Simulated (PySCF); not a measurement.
Species: C₃H₇ClSi.
Atom-mapped SMILES: `[SiH3:1][CH2:2]/[CH:3]=[CH:4]\[Cl:5]` (hydrogens: H6, H7, H8 on Si1; H9, H10 on C2; H11 on C3; H12 on C4)

The same species was optimised twice, with GFN2-xTB and with PBE0-D3(BJ)/def2-SVP (PySCF), and the same property calculations (PySCF, gas phase) were run on both structures.

```json
{"coordinate": "Si1–H6 (Å)", "GFN2-xTB": "1.464", "PBE0-D3(BJ)/def2-SVP": "1.496", "change": "+0.032"}
{"coordinate": "Si1–H8 (Å)", "GFN2-xTB": "1.461", "PBE0-D3(BJ)/def2-SVP": "1.492", "change": "+0.031"}
{"coordinate": "Si1–H7 (Å)", "GFN2-xTB": "1.465", "PBE0-D3(BJ)/def2-SVP": "1.495", "change": "+0.030"}
{"coordinate": "Si1–C2 (Å)", "GFN2-xTB": "1.915", "PBE0-D3(BJ)/def2-SVP": "1.899", "change": "-0.016"}
{"coordinate": "C3–H11 (Å)", "GFN2-xTB": "1.081", "PBE0-D3(BJ)/def2-SVP": "1.096", "change": "+0.015"}
{"coordinate": "C4–H12 (Å)", "GFN2-xTB": "1.077", "PBE0-D3(BJ)/def2-SVP": "1.091", "change": "+0.014"}
{"coordinate": "C2–H9 (Å)", "GFN2-xTB": "1.090", "PBE0-D3(BJ)/def2-SVP": "1.102", "change": "+0.012"}
{"coordinate": "C3=C4 (Å)", "GFN2-xTB": "1.324", "PBE0-D3(BJ)/def2-SVP": "1.336", "change": "+0.012"}
{"coordinate": "C2–H10 (Å)", "GFN2-xTB": "1.090", "PBE0-D3(BJ)/def2-SVP": "1.102", "change": "+0.012"}
{"coordinate": "C2–C3 (Å)", "GFN2-xTB": "1.481", "PBE0-D3(BJ)/def2-SVP": "1.488", "change": "+0.007"}
{"coordinate": "C4–Cl5 (Å)", "GFN2-xTB": "1.727", "PBE0-D3(BJ)/def2-SVP": "1.730", "change": "+0.003"}
{"coordinate": "C2–Si1–H6 (°)", "GFN2-xTB": "107.9", "PBE0-D3(BJ)/def2-SVP": "109.9", "change": "+2.0"}
{"coordinate": "Si1–C2–H10 (°)", "GFN2-xTB": "109.5", "PBE0-D3(BJ)/def2-SVP": "107.8", "change": "-1.7"}
{"coordinate": "C4–C3–H11 (°)", "GFN2-xTB": "117.4", "PBE0-D3(BJ)/def2-SVP": "115.8", "change": "-1.6"}
{"coordinate": "H6–Si1–H8 (°)", "GFN2-xTB": "110.9", "PBE0-D3(BJ)/def2-SVP": "109.4", "change": "-1.5"}
{"coordinate": "H6–Si1–H7 (°)", "GFN2-xTB": "110.0", "PBE0-D3(BJ)/def2-SVP": "108.7", "change": "-1.3"}
{"coordinate": "C3–C2–H10 (°)", "GFN2-xTB": "109.8", "PBE0-D3(BJ)/def2-SVP": "111.1", "change": "+1.3"}
{"coordinate": "Si1–C2–H9 (°)", "GFN2-xTB": "108.8", "PBE0-D3(BJ)/def2-SVP": "107.6", "change": "-1.2"}
{"coordinate": "C2–C3–H11 (°)", "GFN2-xTB": "116.8", "PBE0-D3(BJ)/def2-SVP": "117.9", "change": "+1.1"}
{"coordinate": "Si1–C2–C3–C4 (°)", "GFN2-xTB": "-94", "PBE0-D3(BJ)/def2-SVP": "-92", "change": "+2"}
```

Rotational constants: A = 5869, B = 1543, C = 1356 MHz (GFN2-xTB) against A = 5782, B = 1538, C = 1346 MHz (PBE0-D3(BJ)/def2-SVP). Point groups within 0.08 Å: C1 and C1.

On the GFN2-xTB structure: Si1s of Si1 (eV) 1846.37 [delta-SCF UKS SCAN, pcX-2 on the ionised atom, pcseg-1 elsewhere, spin-free X2C]; Si2p of Si1 (eV) 106.89 [delta-SCF UKS SCAN, pcX-2 on the ionised atom, pcseg-1 elsewhere, spin-free X2C]; C1s of C2 (eV) 290.48 [delta-SCF UKS SCAN, pcX-2 on the ionised atom, pcseg-1 elsewhere, spin-free X2C]; C1s of C3 (eV) 290.69 [delta-SCF UKS SCAN, pcX-2 on the ionised atom, pcseg-1 elsewhere, spin-free X2C]; C1s of C4 (eV) 291.47 [delta-SCF UKS SCAN, pcX-2 on the ionised atom, pcseg-1 elsewhere, spin-free X2C]; Cl1s of Cl5 (eV) 2828.76 [delta-SCF UKS SCAN, pcX-2 on the ionised atom, pcseg-1 elsewhere, spin-free X2C]; Cl2p of Cl5 (eV) 206.71 [delta-SCF UKS SCAN, pcX-2 on the ionised atom, pcseg-1 elsewhere, spin-free X2C].

Question: What do these properties become on the PBE0-D3(BJ)/def2-SVP structure?

Answer: 
```tsv
property	level	on GFN2-xTB	on PBE0-D3(BJ)/def2-SVP	change
Si1s of Si1 (eV)	delta-SCF UKS SCAN, pcX-2 on the ionised atom, pcseg-1 elsewhere, spin-free X2C	1846.37	1846.47	+0.10
Si2p of Si1 (eV)	delta-SCF UKS SCAN, pcX-2 on the ionised atom, pcseg-1 elsewhere, spin-free X2C	106.89	106.93	+0.04
C1s of C2 (eV)	delta-SCF UKS SCAN, pcX-2 on the ionised atom, pcseg-1 elsewhere, spin-free X2C	290.48	290.64	+0.16
C1s of C3 (eV)	delta-SCF UKS SCAN, pcX-2 on the ionised atom, pcseg-1 elsewhere, spin-free X2C	290.69	290.80	+0.11
C1s of C4 (eV)	delta-SCF UKS SCAN, pcX-2 on the ionised atom, pcseg-1 elsewhere, spin-free X2C	291.47	291.56	+0.09
Cl1s of Cl5 (eV)	delta-SCF UKS SCAN, pcX-2 on the ionised atom, pcseg-1 elsewhere, spin-free X2C	2828.76	2828.80	+0.04
Cl2p of Cl5 (eV)	delta-SCF UKS SCAN, pcX-2 on the ionised atom, pcseg-1 elsewhere, spin-free X2C	206.71	206.73	+0.02
```

The heavy atoms differ by 0.017 Å rms after alignment. Among all bonds Si1–H6 and Si1–H8 change most and about equally (+0.031 to +0.032 Å). Changes are differences of the printed values. Neither structure is proved a minimum here.

Shape of the structure used: `[SiH3:1][CH2:2]/[CH:3]=[CH:4]\[Cl:5]`: Si1–C2–C3–C4 -92°.
